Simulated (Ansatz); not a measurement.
Two structures of BNH₅ClO₂, singlet, reached by relaxing down either side of one saddle point (PBE0-D4/def2-TZVP). Energies are electronic, without zero-point energy. Computed with Ansatz 0.2.0 (basis: def2-TZVPP and def2-QZVPP); correlated methods freeze the cores. Extrapolation: Hartree–Fock as exp(−7.88 √X), correlation as X^−2.97. First:

B1  (0.254, -0.037, -0.379)
Cl2  (1.200, -1.692, -0.227)
O3  (-0.657, 0.035, -1.446)
O4  (1.123, 1.063, -0.211)
H5  (-0.245, -0.307, 1.770)
N6  (-0.761, -0.117, 0.918)
H7  (-0.228, 0.362, -2.239)
H8  (2.003, 0.784, 0.042)
H9  (-1.438, -0.859, 0.768)
H10  (-1.251, 0.769, 1.004)
(Å)

Second:

```tsv
atom	x (Å)	y (Å)	z (Å)
B1	-0.0979	0.3120	-0.6454
Cl2	1.8291	-1.0187	1.7545
O3	-1.0137	0.8133	-1.5051
O4	1.2112	0.2594	-0.8390
H5	0.1974	-0.6120	1.2642
N6	-0.6837	-0.2349	0.6630
H7	-0.6152	1.1476	-2.3143
H8	1.6920	-0.1549	-0.0634
H9	-1.3404	-0.9935	0.4982
H10	-1.1788	0.4820	1.1872
```

**Question.** Which bonds change from the first to the second?

**Answer.** BNH₅ClO₂ ([NH3][B]([OH])([OH])[Cl]) → BNH₅O₂ ([NH3][B]([OH])[OH]) + Cl; bonds broken: B1–Cl2.

**Question.** Give the saddle point's structure and its height above each. (To be estimated.)

**Answer.** Computed: 0.641 eV above the first and 0.340 eV above the second (CCSD(T) at an estimated basis limit (MP2 extrapolated from triple and quadruple zeta, plus CCSD(T) − MP2 in triple zeta)).
```xyz
10
angstrom
B 0.0003 0.2898 -0.4653
Cl 1.4693 -1.7034 0.5013
O -0.7325 0.0015 -1.5593
O 1.0623 1.1301 -0.4342
H -0.0783 -0.8450 1.1651
N -0.7538 -0.0644 0.8464
H -0.2550 0.1789 -2.3745
H 1.7595 0.7564 0.1227
H -1.6825 -0.4389 0.6787
H -0.7894 0.6950 1.5189
```

The search had been set up for a four-centre ligand exchange (forming B1–N6, Cl2–H5, breaking B1–Cl2, H5–N6); from that guess it ended on this step instead.

T1 diagnostic: at most 0.013.

Labels in which every atom is bracketed show which atoms are joined, not bond orders.

For scale, one of the runs: CCSD(T)/def2-TZVPP, 236 basis functions, launched by `ansatz run in.yaml --threads 4 --pin off --events-out ev --progress --plain --max-ram 9574MiB`. Time: 2.3 min of wall clock on 4 CPU threads of an Arm Neoverse V1; the host was shared. Peak host memory: 4.6 GiB.
